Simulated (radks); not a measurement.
Values are calculated unless marked as measured or tabulated.
Problem. The table gives one normalised radial function P(r) = r R(r) of W37+ in [Kr] 4d1 (r in bohr). Code: a radial shooting solver on a logarithmic mesh with Libxc functionals. Model: non-relativistic Kohn-Sham, TPSS, spin-polarised, spherical densities, point nucleus; open shells are filled with parallel spins first (spin-orbit coupling, left out, can overturn this in heavy ions); meta-GGA in the generalised Kohn-Sham scheme; relativity is left out, which matters for an element this heavy.

r,P
0.0006788,0.0011
0.000863,0.0018
0.001097,0.0028
0.001395,0.0045
0.001787,0.0074
0.002272,0.0117
0.002888,0.0184
0.003672,0.0289
0.004668,0.0451
0.005934,0.0695
0.007604,0.1071
0.009666,0.1600
0.01229,0.2339
0.01562,0.3322
0.01986,0.4542
0.02525,0.5903
0.03235,0.7186
0.04113,0.7824
0.05228,0.7193
0.06646,0.4627
0.08449,-0.0061
0.1074,-0.5926
0.1365,-1.0506
0.175,-1.0397
0.2224,-0.3715
0.2828,0.7220
0.3595,1.6282
0.457,1.7826
0.5809,1.2265
0.7444,0.5115
0.9464,0.1280
1.203,0.0167

Which n and l does it have? It may be an empty orbital.

Solution. n = 4, l = 1: the number of nodes gives n - l - 1 = 2, the rise at small r (about r^(l+1)) gives l, and the extent must fit the shell. The curve is that of 4p down; the table hardly tells the two spins apart. 4p down: eigenvalue -1731.2 eV, 2 radial nodes at r = 0.0843, 0.243 bohr, <r> = 0.431 bohr, 90 % of the charge inside 0.613 bohr.
